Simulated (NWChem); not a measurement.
System: CH3FO2Si; SMILES F[SiH]1OCO1

The following NWChem deck was run.

```
start job
memory heap 200 mb stack 900 mb global 1100 mb
geometry units angstroms noautosym nocenter noautoz
  F     -0.479180     1.794312     0.000000
  Si     0.435957     0.484122     0.000000
  O     -0.003471    -0.683468    -1.113300
  C     -0.340500    -1.539440     0.000000
  O     -0.003471    -0.683468     1.113300
  H      1.829994     0.957120     0.000000
  H      0.279348    -2.440905     0.000000
  H     -1.407602    -1.783601     0.000000
end
basis spherical
  F library 6-31g*
  Si library 6-31g*
  O library 6-31g*
  C library 6-31g*
  H library 6-31g*
end
dft
  xc m05-2x
  iterations 150
end
cosmo
  do_cosmo_smd true
  solvent hexane
end
task dft energy
```

Excerpt of the output:

```
             Northwest Computational Chemistry Package (NWChem) 7.3.0
             --------------------------------------------------------

                             Geometry "geometry" -> ""
                             -------------------------

 Output coordinates in angstroms (scale by  1.889725989 to convert to a.u.)

  No.       Tag          Charge          X              Y              Z
 ---- ---------------- ---------- -------------- -------------- --------------
    1 F                    9.0000    -0.47918000     1.79431200     0.00000000
    2 Si                  14.0000     0.43595700     0.48412200     0.00000000
    3 O                    8.0000    -0.00347100    -0.68346800    -1.11330000
    4 C                    6.0000    -0.34050000    -1.53944000     0.00000000
    5 O                    8.0000    -0.00347100    -0.68346800     1.11330000
    6 H                    1.0000     1.82999400     0.95712000     0.00000000
    7 H                    1.0000     0.27934800    -2.44090500     0.00000000
    8 H                    1.0000    -1.40760200    -1.78360100     0.00000000

 Effective nuclear repulsion energy (a.u.)     252.6507660401

                                 NWChem DFT Module
                                 -----------------

 Summary of "ao basis" -> "ao basis" (spherical)
 ------------------------------------------------------------------------------
       Tag                 Description            Shells   Functions and Types
 ---------------- ------------------------------  ------  ---------------------
 F                           6-31g*                  6       14   3s2p1d
 Si                          6-31g*                  8       18   4s3p1d
 O                           6-31g*                  6       14   3s2p1d
 C                           6-31g*                  6       14   3s2p1d
 H                           6-31g*                  2        2   2s

 in cosmo_initialize ...
 calling solv_data for solv:hexane

 solvent parameters
 solvname_short: hexane
 solvname_long:  n-hexane
 dielec:        1.8819
 dielecinf:     1.8903
 nonaqueous SMD model solvent descriptors
 dielec:        1.8819
 sola:          0.0000
 solb:          0.0000
 solc:          0.0000
 solg:         25.7500
 solh:          0.0000
 soln:          1.3749

          ---------------
          -cosmo- solvent
          ---------------
 Cosmo: York-Karplus, doi: 10.1021/jp992097l
 dielectric constant -eps-     =   1.88
 screen = (eps-1)/(eps    )    =   0.46862
 surface charge correction     = lagrangian

   van der Waals surface
 --------------------------

 ---------- ATOMIC COORDINATES (A.U.) ------------ VDWR(ANG.) --
     1   -0.90551890    3.39075802    0.00000000     1.730
     2    0.82383927    0.91485793    0.00000000     2.470
     3   -0.00655924   -1.29156724   -2.10383194     2.294
     4   -0.64345170   -2.90911978    0.00000000     1.850
     5   -0.00655924   -1.29156724    2.10383194     2.294
     6    3.45818722    1.80869454    0.00000000     1.200
     7    0.52789118   -4.61264161    0.00000000     1.200
     8   -2.65998208   -3.37051716    0.00000000     1.200
 number of segments per atom =        128
 number of   points per atom =        128
 atom (   nspa,  nppa )
 ----------------------
    1 (     64,     0 )       0
    2 (     54,     0 )       0
    3 (     66,     0 )       0
    4 (     16,     0 )       0
    5 (     66,     0 )       0
    6 (     30,     0 )       0
    7 (     46,     0 )       0
    8 (     48,     0 )       0
 number of -cosmo- surface points =      390
 molecular surface =    121.599 angstrom**2
 molecular volume  =    117.176 angstrom**3
 -lineq- algorithm             =   0
 -bem- low  level              =   3
 -bem- from -octahedral-
 gaussian surface charge width =   4.50000
 degree of switching           =   1.00000
 switching function tolerance  =   0.00010
 atomic radii =
 --------------
    1  9.000  1.730
    2 14.000  2.470
    3  8.000  2.294
    4  6.000  1.850
    5  8.000  2.294
    6  1.000  1.200
    7  1.000  1.200
    8  1.000  1.200
 ...... end of -cosmo- initialization ......

 nat:                     8
 ixmem:                  3618
 calling mnsol_interface()
 G(SMD-CDS) energy (kcal/mol)  =    -0.614
 SMD-CDS SASA (angstrom**2)    =   125.255

            General Information
            -------------------
          SCF calculation type: DFT
          Wavefunction type:  closed shell.
          No. of atoms     :     8
          No. of electrons :    48
           Alpha electrons :    24
            Beta electrons :    24
          Charge           :     0
          Spin multiplicity:     1
          Use of symmetry is: off; symmetry adaption is: off
          Maximum number of iterations: 150
          AO basis - number of functions:    80
                     number of shells:    38
          Convergence on energy requested:  1.00D-06
          Convergence on density requested:  1.00D-05
          Convergence on gradient requested:  5.00D-04

              XC Information
              --------------
                       M05-2X Method XC Functional
                     Hartree-Fock (Exact) Exchange  0.560
                M05-2X metaGGA Exchange Functional  0.440
                      M05-2X Correlation Potential  1.000

             Grid Information
             ----------------
          Grid used for XC integration:  medium
          Radial quadrature: Mura-Knowles
          Angular quadrature: Lebedev.
          Tag              B.-S. Rad. Rad. Pts. Rad. Cut. Ang. Pts.
          ---              ---------- --------- --------- ---------
          F                   0.50       49          11.0       434
          Si                  1.10       88           8.0       590
          O                   0.60       49           8.0       434
          C                   0.70       49           9.0       434
          H                   0.35       45          10.0       434
          Grid pruning is: on
          Number of quadrature shells:   419
          Spatial weights used:  Erf1

      Superposition of Atomic Density Guess
      -------------------------------------

 Sum of atomic energies:        -576.85329577

      Non-variational initial energy
      ------------------------------

 Total energy =    -578.678903
 1-e energy   =   -1300.820767
 2-e energy   =     469.491098
 HOMO         =      -0.352980
 LUMO         =       0.059944

   convergence    iter        energy       DeltaE   RMS-Dens  Diis-err
 ---------------- ----- ----------------- --------- --------- ---------
     COSMO gas phase
 d= 0,ls=0.0,diis     1   -579.6105492818 -8.32D+02  1.49D-02  1.18D+00
 d= 0,ls=0.0,diis     2   -579.6182544630 -7.71D-03  6.65D-03  1.40D+00
 d= 0,ls=0.0,diis     3   -579.7418644485 -1.24D-01  8.09D-04  7.46D-03
 d= 0,ls=0.0,diis     4   -579.7425568052 -6.92D-04  2.53D-04  8.15D-04
 d= 0,ls=0.0,diis     5   -579.7426433432 -8.65D-05  7.36D-05  8.06D-05
  Resetting Diis
 d= 0,ls=0.0,diis     6   -579.7426509032 -7.56D-06  2.38D-05  9.30D-06
 d= 0,ls=0.0,diis     7   -579.7426517220 -8.19D-07  9.41D-06  6.08D-07

   convergence    iter        energy       DeltaE   RMS-Dens  Diis-err
 ---------------- ----- ----------------- --------- --------- ---------
     COSMO solvation phase
 d= 0,ls=0.0,diis     1   -579.7463729744 -3.72D-03  5.16D-04  3.78D-04
 d= 0,ls=0.0,diis     2   -579.7464705327 -9.76D-05  9.49D-05  9.08D-05
 d= 0,ls=0.0,diis     3   -579.7464766783 -6.15D-06  4.78D-05  3.44D-05
 d= 0,ls=0.0,diis     4   -579.7464799537 -3.28D-06  1.19D-05  5.80D-07
 d= 0,ls=0.0,diis     5   -579.7464800385 -8.48D-08  2.79D-06  6.41D-08

         Total DFT energy =     -579.746480038519
      One electron energy =    -1303.281610275879
           Coulomb energy =      526.199659144087
    Exchange-Corr. energy =      -55.241404508309
 Nuclear repulsion energy =      252.650766040063

             COSMO energy =       -0.073890438480

 Numeric. integr. density =       47.999999700965

                                COSMO-SMD solvation results
                                ---------------------------

             internal energy in gas <Psi(g)|H|Psi(g)> =      -579.742651722018
         internal energy in solvent <Psi(s)|H|Psi(s)> =      -579.742538437113
                               delta internal energy  =         0.000113284905 (    0.07 kcal/mol)
   total free energy in solvent <Psi(s)|H+V/2|Psi(s)> =      -579.745501401366
 polarization energy contribution <Psi(s)|V/2|Psi(s)> =        -0.002962964253 (   -1.86 kcal/mol)
    total free energy in solvent including G(SMD-CDS) =      -579.746480038519
                       G(SMD-CDS) energy contribution =        -0.000978637153 (   -0.61 kcal/mol)
     1 M fixed-concentration free energy of solvation =        -0.003828316501 (   -2.40 kcal/mol)

                       DFT Final Molecular Orbital Analysis
                       ------------------------------------

 Vector   22  Occ=2.000000D+00  E=-4.085593D-01
              MO Center= -1.5D-02, -6.9D-01, -4.2D-09, r^2= 2.1D+00
   Bfn.  Coefficient  Atom+Function         Bfn.  Coefficient  Atom+Function
  ----- ------------  ---------------      ----- ------------  ---------------
    37      0.445858  3 O  pz                65      0.445858  5 O  pz
    41      0.314007  3 O  pz                69      0.314007  5 O  pz
    23     -0.160414  2 Si pz                51     -0.145475  4 C  pz
    36      0.093802  3 O  py                64     -0.093802  5 O  py
    38     -0.080162  3 O  s                 66      0.080162  5 O  s

 Vector   23  Occ=2.000000D+00  E=-4.064779D-01
              MO Center=  4.3D-03, -6.5D-01,  6.8D-09, r^2= 1.9D+00
   Bfn.  Coefficient  Atom+Function         Bfn.  Coefficient  Atom+Function
  ----- ------------  ---------------      ----- ------------  ---------------
    35      0.417264  3 O  px                63     -0.417264  5 O  px
    39      0.330288  3 O  px                67     -0.330288  5 O  px
    36     -0.173147  3 O  py                64      0.173147  5 O  py
    40     -0.137538  3 O  py                68      0.137538  5 O  py
     5     -0.067419  1 F  pz                31      0.057761  2 Si d  1

 Vector   24  Occ=2.000000D+00  E=-3.715249D-01
              MO Center= -8.0D-02, -9.0D-01, -6.9D-09, r^2= 2.6D+00
   Bfn.  Coefficient  Atom+Function         Bfn.  Coefficient  Atom+Function
  ----- ------------  ---------------      ----- ------------  ---------------
    35      0.339074  3 O  px                63      0.339074  5 O  px
    39      0.256118  3 O  px                67      0.256118  5 O  px
    49     -0.248987  4 C  px                80      0.214029  8 H  s
    78     -0.198171  7 H  s                 79      0.188728  8 H  s
    76     -0.185759  6 H  s                 77     -0.169211  7 H  s

 Vector   25  Occ=0.000000D+00  E= 6.030405D-02
              MO Center=  4.5D-01,  4.0D-01,  2.8D-09, r^2= 4.0D+00
   Bfn.  Coefficient  Atom+Function         Bfn.  Coefficient  Atom+Function
  ----- ------------  ---------------      ----- ------------  ---------------
    27      0.818972  2 Si pz                38      0.521416  3 O  s
    66     -0.521416  5 O  s                 23      0.430898  2 Si pz
    55      0.298143  4 C  pz                51      0.222993  4 C  pz
     9     -0.190692  1 F  pz                 5     -0.179908  1 F  pz
    19     -0.149605  2 Si pz                34      0.102730  3 O  s

 Vector   26  Occ=0.000000D+00  E= 1.029199D-01
              MO Center=  4.9D-01,  9.4D-01, -1.7D-09, r^2= 4.2D+00
   Bfn.  Coefficient  Atom+Function         Bfn.  Coefficient  Atom+Function
  ----- ------------  ---------------      ----- ------------  ---------------
    26      1.025916  2 Si py                52      0.612922  4 C  s
     6     -0.588001  1 F  s                 24      0.508027  2 Si s
    76     -0.414596  6 H  s                 78     -0.255039  7 H  s
    25     -0.251855  2 Si px                22      0.239670  2 Si py
    20      0.180503  2 Si s                 53      0.155468  4 C  px

 Vector   27  Occ=0.000000D+00  E= 1.258626D-01
              MO Center=  3.3D-01, -2.4D-01, -1.1D-09, r^2= 4.5D+00
   Bfn.  Coefficient  Atom+Function         Bfn.  Coefficient  Atom+Function
  ----- ------------  ---------------      ----- ------------  ---------------
    24      1.542402  2 Si s                 52     -0.891761  4 C  s
    26     -0.818671  2 Si py                38     -0.559021  3 O  s
    66     -0.559021  5 O  s                 76     -0.491723  6 H  s
    80      0.360232  8 H  s                 78      0.357501  7 H  s
    25     -0.265641  2 Si px                54      0.234644  4 C  py

     Multipole analysis of the density
     ---------------------------------

     L   x y z        total         alpha         beta         nuclear
     -   - - -        -----         -----         ----         -------
     0   0 0 0     -0.000000    -24.000000    -24.000000     48.000000

     1   1 0 0      0.354837     -0.194841     -0.194841      0.744518
     1   0 1 0     -0.371919      0.298753      0.298753     -0.969426
     1   0 0 1      0.000000      0.000000      0.000000      0.000000

     2   2 0 0    -24.034283    -31.357011    -31.357011     38.679738
     2   1 1 0      2.111118     -2.479614     -2.479614      7.070346
     2   1 0 1     -0.000000     -0.000000     -0.000000      0.000000
     2   0 2 0    -23.790079   -126.179588   -126.179588    228.569097
     2   0 1 1      0.000000      0.000000      0.000000      0.000000
     2   0 0 2    -28.845258    -49.831500    -49.831500     70.817742
```

Level: M05-2X/6-31G* (spherical d), SMD on the gas-phase geometry. Structure relaxed at the B3LYP/6-31G* (spherical d) level. Solvent: n-hexane.
